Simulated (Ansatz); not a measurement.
Two isomers of CH5AsOSi: A = `C1O[SiH2][AsH]1`, B = `C1O[AsH][SiH2]1`.

Computed with Ansatz on PBE0-D4/def2-TZVP structures; ΔE is electronic, products minus reactants. CCSD(T)/CBS is the MP2 limit (def2-TZVPP, def2-QZVPP) plus CCSD(T) − MP2 in def2-TZVPP, frozen cores. Functionals use def2-TZVPP. B3LYP here is the variant with VWN-RPA as its local correlation; programs differ in this. For As outer-core shells are correlated without core-valence functions, which leaves a few kJ/mol of doubt a bond. Scalar relativity is left out up to krypton.

Which is lower in electronic energy at CCSD(T)/CBS, and by how much? (Estimate.)

The calculation gave: A, by 106.0 kJ/mol.

Give E(B) − E(A) in kJ/mol with B2PLYP, PBE0-D4, HF/def2-TZVPP, CCSD(T)/def2-TZVPP, ωB97M-V, B3LYP-D4, B3LYP. (An estimate is asked.)

Computed: B2PLYP 102.2, PBE0-D4 99.5, HF/def2-TZVPP 112.0, CCSD(T)/def2-TZVPP 105.8, ωB97M-V 101.3, B3LYP-D4 97.8, B3LYP 98.0. None reverses the order clearly.

Largest T1 diagnostic: 0.013.

From PBE to PBE0 (25 % exact exchange), in def2-TZVPP and without D4, E(B) − E(A) moves by +8.9 kJ/mol.
